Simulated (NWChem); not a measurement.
System: SeCl4; SMILES Cl[Se](Cl)(Cl)Cl

Here is an NWChem input.

```
start job
memory heap 200 mb stack 900 mb global 1100 mb
geometry units angstroms noautoz
  Se     0.000000     0.000000     0.425891
  Cl     1.689234     0.000000    -0.930618
  Cl     0.000000     2.328178     0.496418
  Cl    -1.689234     0.000000    -0.930618
  Cl     0.000000    -2.328178     0.496418
end
basis spherical
  Se library def2-tzvp
  Cl library def2-tzvp
end
dft
  xc pbe0
  iterations 150
  semidirect filesize 400000000
  mulliken
end
task dft gradient
```

Excerpt of the output:

```
             Northwest Computational Chemistry Package (NWChem) 7.3.0
             --------------------------------------------------------

 C2V symmetry detected

                             Geometry "geometry" -> ""
                             -------------------------

 Output coordinates in angstroms (scale by  1.889725989 to convert to a.u.)

  No.       Tag          Charge          X              Y              Z
 ---- ---------------- ---------- -------------- -------------- --------------
    1 Se                  34.0000     0.00000000     0.00000000     0.42866067
    2 Cl                  17.0000     1.68923400     0.00000000    -0.92784833
    3 Cl                  17.0000     0.00000000     2.32817800     0.49918767
    4 Cl                  17.0000    -1.68923400     0.00000000    -0.92784833
    5 Cl                  17.0000     0.00000000    -2.32817800     0.49918767

 Effective nuclear repulsion energy (a.u.)     813.6129674355

      Symmetry information
      --------------------

 Group name             C2v
 Group number             16
 Group order               4
 No. of unique centers     3

                                 NWChem DFT Module
                                 -----------------

 Summary of "ao basis" -> "ao basis" (spherical)
 ------------------------------------------------------------------------------
       Tag                 Description            Shells   Functions and Types
 ---------------- ------------------------------  ------  ---------------------
 Se                        def2-tzvp                16       48   6s5p4d1f
 Cl                        def2-tzvp                13       37   5s5p2d1f

      Symmetry analysis of basis
      --------------------------

        a1         71
        a2         29
        b1         48
        b2         48

            General Information
            -------------------
          SCF calculation type: DFT
          Wavefunction type:  closed shell.
          No. of atoms     :     5
          No. of electrons :   102
           Alpha electrons :    51
            Beta electrons :    51
          Charge           :     0
          Spin multiplicity:     1
          Use of symmetry is: on ; symmetry adaption is: on
          Maximum number of iterations: 150
          AO basis - number of functions:   196
                     number of shells:    68
          Convergence on energy requested:  1.00D-06
          Convergence on density requested:  1.00D-05
          Convergence on gradient requested:  5.00D-04

              XC Information
              --------------
                         PBE0 Method XC Functional
                     Hartree-Fock (Exact) Exchange  0.250
          PerdewBurkeErnzerhof Exchange Functional  0.750
            Perdew 1991 LDA Correlation Functional  1.000 local
           PerdewBurkeErnz. Correlation Functional  1.000 non-local

             Grid Information
             ----------------
          Grid used for XC integration:  medium
          Radial quadrature: Mura-Knowles
          Angular quadrature: Lebedev.
          Tag              B.-S. Rad. Rad. Pts. Rad. Cut. Ang. Pts.
          ---              ---------- --------- --------- ---------
          Se                  1.15      112           8.0       590
          Cl                  1.00       88          12.0       590
          Grid pruning is: on
          Number of quadrature shells:   288
          Spatial weights used:  Erf1

      Superposition of Atomic Density Guess
      -------------------------------------

 Sum of atomic energies:       -4237.71728098

      Non-variational initial energy
      ------------------------------

 Total energy =   -4238.290053
 1-e energy   =   -7509.486185
 2-e energy   =    2457.583165
 HOMO         =      -0.320472
 LUMO         =      -0.061671

      Symmetry analysis of molecular orbitals - initial
      -------------------------------------------------

  Numbering of irreducible representations:

     1 a1          2 a2          3 b1          4 b2

  Orbital symmetries:

     1 a1          2 b1          3 a1          4 b2          5 a1
     6 a1          7 b1          8 b2          9 a1         10 b1
    11 a1         12 b2         13 a1         14 a1         15 a1
    16 b1         17 b2         18 a1         19 a2         20 b1
    21 b2         22 a1         23 b1         24 a1         25 a2
    26 b2         27 b1         28 b2         29 a1         30 a1
    31 b1         32 a2         33 a1         34 b2         35 a1
    36 b1         37 b2         38 a1         39 a1         40 b2
    41 b1         42 a1         43 a2         44 b2         45 a1
    46 b1         47 a1         48 b1         49 b2         50 a2
    51 a1         52 a1         53 b1         54 b2         55 b1
    56 a1         57 b2         58 a2         59 b2         60 a1
    61 a1

[...]

                         DFT ENERGY GRADIENTS

    atom               coordinates                        gradient
                 x          y          z           x          y          z
   1 Se      0.000000   0.000000   0.810051    0.000000   0.000000   0.010505
   2 Cl      3.192189   0.000000  -1.753379    0.006794   0.000000  -0.005111
   3 Cl      0.000000   4.399618   0.943328    0.000000   0.002598  -0.000142
   4 Cl     -3.192189   0.000000  -1.753379   -0.006794   0.000000  -0.005111
   5 Cl      0.000000  -4.399618   0.943328    0.000000  -0.002598  -0.000142
```

Level: PBE0/def2-TZVP. All runs use the structure optimised with PBE0/def2-SVP.
